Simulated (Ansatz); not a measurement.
Harmonic frequencies (cm⁻¹) at PBE0-D4/def2-TZVP from Ansatz: 182, 317, 637, 675, 810, 3886.

Each molecule was computed in one conformer, which needn't be the lowest.

(1) Which molecule is it?
A. `F[CH]F`•
B. `[OH][Ga][F]`•
C. `[F][Ge]([F])[F]`•
D. `[SeH][SnH2]`•

## Answers

(1) B.
